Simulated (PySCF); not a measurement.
# C4H4ClP3: core ionisation energies

Compound: C4H4ClP3.
Atom-mapped SMILES: `[CH3:1][c:2]1[p:3][cH:4][p:5][c:6]([Cl:7])[p:8]1`

Level of theory: PySCF 2.14.0, delta-SCF UKS SCAN, pcX-2 on the ionised atom, pcseg-1 elsewhere, spin-free X2C. Each binding energy is the total energy of the core-ionised species, with the hole localised on one atom, minus that of the ground state; both are solved self-consistently, so orbital relaxation is included.

Give the core binding energies atom by atom.

| atom(s) | environment | level | binding energy (eV) | 2p1/2 (eV) | above the level's lowest (eV) | count |
| --- | --- | --- | --- | --- | --- | --- |
| C1 | benzylic-type carbon | C 1s | 291.06 | – | +0.82 | 1 |
| C2 | substituted aromatic carbon | C 1s | 290.46 | – | +0.22 | 1 |
| P3 | phosphorus bonded to 2 C | P 2p3/2 | 136.14 | 137.03 | 0.00 | 1 |
| P3 | phosphorus bonded to 2 C | P 1s | 2149.68 | – | 0.00 | 1 |
| C4 | aromatic CH carbon | C 1s | 290.24 | – | 0.00 | 1 |
| P5 | phosphorus bonded to 2 C | P 2p3/2 | 136.30 | 137.20 | +0.16 | 1 |
| P5 | phosphorus bonded to 2 C | P 1s | 2149.84 | – | +0.16 | 1 |
| C6 | aromatic C–Cl carbon | C 1s | 291.49 | – | +1.25 | 1 |
| Cl7 | aryl chlorine | Cl 2p3/2 | 206.06 | 207.71 | 0.00 | 1 |
| Cl7 | aryl chlorine | Cl 1s | 2828.67 | – | 0.00 | 1 |
| P8 | phosphorus bonded to 2 C | P 2p3/2 | 136.25 | 137.15 | +0.11 | 1 |
| P8 | phosphorus bonded to 2 C | P 1s | 2149.79 | – | +0.11 | 1 |

Lowest listed C 1s: C4, bonded to H and 2 P (aromatic in the SMILES). Highest, 1.25 eV above it: C6, bonded to Cl and 2 P (aromatic in the SMILES). The widest gap between neighbouring values is 0.60 eV, between 290.46 and 291.06 eV.

The 3 P 1s values lie within 0.16 eV of each other; Gaussian lines of 0.5 eV full width would blend them into one maximum.

The 3 P 2p3/2 values lie within 0.16 eV of each other.

Which photon energy gives electrons from C 1s of C2 a kinetic energy of 20 eV, and what is their de Broglie wavelength?

hν = 290.46 + 20 = 310.46 eV, recoil neglected; λ = 12.264 Å/√(E/eV) = 2.74 Å.

Which effective nuclear charge Zeff reproduces each element's mean 1s value in the hydrogen-like formula E = 13.606 eV × Zeff²?

C (Z = 6): mean 290.8 eV, Zeff = 4.62, Z − Zeff = 1.38; P (Z = 15): mean 2149.8 eV, Zeff = 12.57, Z − Zeff = 2.43; Cl (Z = 17): mean 2828.7 eV, Zeff = 14.42, Z − Zeff = 2.58. Means run over the listed sites, weighted by atom count.

The 2p values add to the ΔSCF energy of one spin-free hole a correction within the shell (spin–orbit coupling, ligand field). 2p1/2 minus 2p3/2 (ligand field included): P 0.89 eV, Cl 1.65 eV. Geometry: PBE0-D3(BJ)/def2-SVP; no solvent, vibrations or thermal averaging.
